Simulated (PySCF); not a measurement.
Cl₄Sn, triplet, geometry from GFN2-xTB (such geometries of metal compounds can be far from the true shape) (a higher spin typed on purpose: for a closed-shell molecule this is an excited state) (all electrons, no relativity); PySCF with B3LYP5/STO-3G.

Here is a job for PySCF.
```python
from pyscf import gto, scf, dft

mol = gto.M(
    atom='''
Cl   -1.97670577   -0.92687362   -1.30496980
Sn    0.00000000   -0.00000000   -0.00000000
Cl   -0.34782266    2.48534333    0.41411896
Cl    2.13586910   -0.34597088   -1.33707664
Cl    0.18865933   -1.21249883    2.22792748
''',
    basis='sto-3g',
    spin=2,
    verbose=4,
)

mf = dft.UKS(mol)
mf.xc = 'b3lyp5'
mf.kernel()
```

What the program printed (banner, timings and long lists left out):

```
PySCF version 2.14.0

[INPUT] verbose = 4
[INPUT] num. atoms = 5
[INPUT] num. electrons = 118
[INPUT] charge = 0
[INPUT] spin (= nelec alpha-beta = 2S) = 2
[INPUT] symmetry False subgroup None
[INPUT] Mole.unit = angstrom
[INPUT] Symbol           X                Y                Z      unit          X                Y                Z       unit  Magmom
[INPUT]  1 Cl    -1.976705770000  -0.926873620000  -1.304969800000 AA   -3.735432534147  -1.751537293884  -2.466035522828 Bohr   0.0
[INPUT]  2 Sn     0.000000000000   0.000000000000   0.000000000000 AA    0.000000000000   0.000000000000   0.000000000000 Bohr   0.0
[INPUT]  3 Cl    -0.347822660000   2.485343330000   0.414118960000 AA   -0.657289567318   4.696618219215   0.782571417390 Bohr   0.0
[INPUT]  4 Cl     2.135869100000  -0.345970880000  -1.337076640000 AA    4.036207636921  -0.653790210275  -2.526708657154 Bohr   0.0
[INPUT]  5 Cl     0.188659330000  -1.212498830000   2.227927480000 AA    0.356514464544  -2.291290715056   4.210172762592 Bohr   0.0

nuclear repulsion = 928.291225971135
number of shells = 31
number of NR pGTOs = 189
number of NR cGTOs = 63
basis = sto-3g
ecp = {}

******** <class 'pyscf.dft.uks.UKS'> ********
method = UKS
initial guess = minao
damping factor = 0
level_shift factor = 0
DIIS = <class 'pyscf.scf.diis.CDIIS'>
diis_start_cycle = 1
diis_space = 8
diis_damp = 0
SCF conv_tol = 1e-09
SCF conv_tol_grad = None
SCF max_cycles = 50
direct_scf = True
direct_scf_tol = 1e-13
number electrons alpha = 60  beta = 58
XC library pyscf.dft.libxc version 7.1.2
    S. Lehtola, C. Steigemann, M. J. T. Oliveira, and M. A. L. Marques,  SoftwareX 7, 1–5 (2018)
XC functionals = b3lyp5
    P. A. M. Dirac,  Math. Proc. Cambridge Philos. Soc. 26, 376 (1930)
    F. Bloch,  Z. Phys. 57, 545 (1929)
    A. D. Becke,  Phys. Rev. A 38, 3098 (1988)
    C. Lee, W. Yang, and R. G. Parr,  Phys. Rev. B 37, 785 (1988)
    B. Miehlich, A. Savin, H. Stoll, and H. Preuss,  Chem. Phys. Lett. 157, 200 (1989)
    S. H. Vosko, L. Wilk, and M. Nusair,  Can. J. Phys. 58, 1200 (1980)
radial grids:
    Treutler-Ahlrichs [JCP 102, 346 (1995); DOI:10.1063/1.469408] (M4) radial grids

becke partition: Becke, JCP 88, 2547 (1988); DOI:10.1063/1.454033
pruning grids: <function nwchem_prune>
grids dens level: 3
symmetrized grids: False
atomic radii adjust function: <function treutler_atomic_radii_adjust>
small_rho_cutoff = 0
Set gradient conv threshold to 3.16228e-05
tot grids = 97480
init E= -7767.97617539767

cycle= 1 E= -7785.63141387916  delta_E= -17.7  |g|= 0.169  |ddm|= 2.36

cycle= 2 E= -7785.5057418305  delta_E= 0.126  |g|= 0.256  |ddm|= 1.44

cycle= 3 E= -7785.58728531304  delta_E= -0.0815  |g|= 0.177  |ddm|= 1.67

cycle= 4 E= -7785.59794751686  delta_E= -0.0107  |g|= 0.154  |ddm|= 1.17

cycle= 5 E= -7785.64682420398  delta_E= -0.0489  |g|= 0.0507  |ddm|= 0.949

cycle= 6 E= -7785.64450814117  delta_E= 0.00232  |g|= 0.0604  |ddm|= 0.398

cycle= 7 E= -7785.65106577949  delta_E= -0.00656  |g|= 0.0142  |ddm|= 0.284

cycle= 8 E= -7785.65145936332  delta_E= -0.000394  |g|= 0.00409  |ddm|= 0.0764

cycle= 9 E= -7785.65142954643  delta_E= 2.98e-05  |g|= 0.00656  |ddm|= 0.0335

cycle= 10 E= -7785.65143906559  delta_E= -9.52e-06  |g|= 0.00619  |ddm|= 0.00495

cycle= 11 E= -7785.65150727756  delta_E= -6.82e-05  |g|= 0.00185  |ddm|= 0.0357

cycle= 12 E= -7785.65151302007  delta_E= -5.74e-06  |g|= 0.00104  |ddm|= 0.0105

cycle= 13 E= -7785.65151598541  delta_E= -2.97e-06  |g|= 0.000382  |ddm|= 0.00775

cycle= 14 E= -7785.6515181408  delta_E= -2.16e-06  |g|= 0.000164  |ddm|= 0.0103

cycle= 15 E= -7785.65151978344  delta_E= -1.64e-06  |g|= 0.000166  |ddm|= 0.00864

cycle= 16 E= -7785.65152169798  delta_E= -1.91e-06  |g|= 0.000163  |ddm|= 0.01

cycle= 17 E= -7785.65152724292  delta_E= -5.54e-06  |g|= 0.000163  |ddm|= 0.0292

cycle= 18 E= -7785.65152697237  delta_E= 2.71e-07  |g|= 0.00016  |ddm|= 0.00144

cycle= 19 E= -7785.65152249278  delta_E= 4.48e-06  |g|= 0.000161  |ddm|= 0.0236

cycle= 20 E= -7785.65152984801  delta_E= -7.36e-06  |g|= 0.000243  |ddm|= 0.0392

cycle= 21 E= -7785.65153127759  delta_E= -1.43e-06  |g|= 0.000191  |ddm|= 0.00752

cycle= 22 E= -7785.65152274736  delta_E= 8.53e-06  |g|= 0.000263  |ddm|= 0.0448

cycle= 23 E= -7785.65152525756  delta_E= -2.51e-06  |g|= 0.000183  |ddm|= 0.0132

cycle= 24 E= -7785.65152731085  delta_E= -2.05e-06  |g|= 0.000167  |ddm|= 0.0112

cycle= 25 E= -7785.65153088348  delta_E= -3.57e-06  |g|= 0.000176  |ddm|= 0.0191

cycle= 26 E= -7785.65152607829  delta_E= 4.81e-06  |g|= 0.000297  |ddm|= 0.0261

cycle= 27 E= -7785.65152995711  delta_E= -3.88e-06  |g|= 0.00034  |ddm|= 0.0213

cycle= 28 E= -7785.65153103698  delta_E= -1.08e-06  |g|= 0.00027  |ddm|= 0.00616

cycle= 29 E= -7785.65153089632  delta_E= 1.41e-07  |g|= 0.000271  |ddm|= 0.000899

cycle= 30 E= -7785.6515377537  delta_E= -6.86e-06  |g|= 0.000211  |ddm|= 0.0362

cycle= 31 E= -7785.65153395607  delta_E= 3.8e-06  |g|= 0.000358  |ddm|= 0.0261

cycle= 32 E= -7785.6515361825  delta_E= -2.23e-06  |g|= 0.00036  |ddm|= 0.0129

cycle= 33 E= -7785.6515367348  delta_E= -5.52e-07  |g|= 0.000182  |ddm|= 0.0105

cycle= 34 E= -7785.65153208761  delta_E= 4.65e-06  |g|= 0.000162  |ddm|= 0.0267

cycle= 35 E= -7785.65153717986  delta_E= -5.09e-06  |g|= 0.000166  |ddm|= 0.0274

cycle= 36 E= -7785.65153979682  delta_E= -2.62e-06  |g|= 0.000179  |ddm|= 0.0149

cycle= 37 E= -7785.65153950737  delta_E= 2.89e-07  |g|= 0.000168  |ddm|= 0.00234

cycle= 38 E= -7785.65153917343  delta_E= 3.34e-07  |g|= 0.000164  |ddm|= 0.00279

cycle= 39 E= -7785.65153892703  delta_E= 2.46e-07  |g|= 0.000165  |ddm|= 0.00256

cycle= 40 E= -7785.65153734395  delta_E= 1.58e-06  |g|= 0.000161  |ddm|= 0.0102

cycle= 41 E= -7785.6515349154  delta_E= 2.43e-06  |g|= 0.0002  |ddm|= 0.0163

cycle= 42 E= -7785.65152988979  delta_E= 5.03e-06  |g|= 0.000166  |ddm|= 0.028

cycle= 43 E= -7785.65153273368  delta_E= -2.84e-06  |g|= 0.000166  |ddm|= 0.015

cycle= 44 E= -7785.65152593124  delta_E= 6.8e-06  |g|= 0.000316  |ddm|= 0.0386

cycle= 45 E= -7785.65153036249  delta_E= -4.43e-06  |g|= 0.000229  |ddm|= 0.0238

cycle= 46 E= -7785.65153198565  delta_E= -1.62e-06  |g|= 0.00026  |ddm|= 0.00919

cycle= 47 E= -7785.65153523867  delta_E= -3.25e-06  |g|= 0.000269  |ddm|= 0.0198

cycle= 48 E= -7785.65152466684  delta_E= 1.06e-05  |g|= 0.000389  |ddm|= 0.0574

cycle= 49 E= -7785.65151115488  delta_E= 1.35e-05  |g|= 0.00084  |ddm|= 0.0679

cycle= 50 E= -7785.65152364149  delta_E= -1.25e-05  |g|= 0.0007  |ddm|= 0.0656
SCF not converged.
SCF energy = -7785.65152364149 after 50 cycles  <S^2> = 2.0019039  2S+1 = 3.001269
```

Convergence was not reached.
